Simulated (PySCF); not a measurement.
NICS in one family of compounds.

Definitions: NICS(0) = −σiso at the ring centroid; NICS(1) = −σiso and NICS(1)zz = −σzz at ±1 Å along the ring normal z. Level: GIAO PBE0/pcSseg-1 (PySCF, non-relativistic, gas phase) on the PBE0-D3(BJ)/def2-SVP geometries, one conformer each. Atom numbers follow the mapped SMILES.

**Question.** Order these rings by mean NICS(1)zz, lowest (most negative) first (ppm).
A. ring C2–B3–C4–C5–C6 in `[CH3:1][C@@H:2]1[BH:3][CH2:4][CH2:5][CH2:6]1`
B. ring C6–C7–C8–C9 in `[BH:1]1[CH2:2][CH2:3][CH2:4][C@@H:5]1[CH:6]1[CH2:7][CH2:8][CH2:9]1`
C. ring C6–C7–C8–C9–C10–C11 in `[BH:1]1[CH2:2][CH2:3][CH2:4][C@H:5]1[c:6]1[cH:7][cH:8][cH:9][cH:10][cH:11]1`
D. ring C6–C7–C8–C9–S10 in `[BH:1]1[CH2:2][CH2:3][CH2:4][C@@H:5]1[c:6]1[cH:7][cH:8][cH:9][s:10]1`

**Answer.** C (-28.2), D (-25.2), A (-3.1), B (3.8).

```
             SMILES                                               ring  NICS(0)  NICS(1)  NICS(1)zz  HOMA  rms pucker (Å)  ring atoms with four or more neighbours
B1CCC[C@H]1c1ccccc1   6-membered carbocycle; formal bonds all aromatic     -8.6    -11.1      -28.2  0.98            0.00                                        0
B1CCC[C@@H]1c1cccs1  5-membered ring with S; formal bonds all aromatic    -12.2    -10.9      -25.2  0.81            0.00                                        0
      C[C@@H]1BCCC1    5-membered ring with B; formal bonds all single     -0.6     -3.6       -3.1     –            0.16                                        4
 B1CCC[C@@H]1C1CCC1     4-membered carbocycle; formal bonds all single     -1.8     -1.4        3.8     –            0.13                                        4
```

NICS(0) gives another order. The isotropic NICS(1) gives the same order. HOMA uses Krygowski's 1993 parameters; it is left out where a ring has a four-coordinate atom, a triple bond, no multiple bond or a kind of bond without parameters. NICS(1) and NICS(1)zz are means over the two faces.
